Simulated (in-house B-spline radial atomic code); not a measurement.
Configurations of the argon ion Ar⁵⁺, with energies counted from [Ne] 3s2 3p1. Method: non-relativistic PBE0, spin-polarised, spherical fractional occupations, exact exchange averaged over the configuration, point nucleus. Calculated with a radial B-spline atomic code at the basis-set limit. Shells without spins written out take the highest spin.

Occupations are held fixed; configurations that lie above the ionisation limit could autoionise.

```tsv
configuration	E - E(ref) (eV)	highest orbital	its <r> (bohr)
[Ne] 3s2 3d1	24.178	3d up	1.368
[Ne] 3s2 4s1	42.143	4s up	2.561
[Ne] 3s1 3p1 4d1	68.768	4d up	2.982
[Ne] 3s1 3p1 4f1	72.374	4f up	2.776
[He] 2s2 2p5 3s2 3p1 4s1	294.28	4s up	2.483
```

Problem. Order these further configurations by energy, lowest first.
A. [He] 2s2 2p5 3s2 3p2
B. [Ne] 3s1 3p1 3d1
C. [He] 2s2 2p5 3s2 3p1 4f1
D. [Ne] 3s2 4f1
E. [He] 2s2 2p5 3s2 3p1 4d1

Solution. B (35.841 eV), D (59.197 eV), A (246.76 eV), E (307.8 eV), C (312.46 eV).
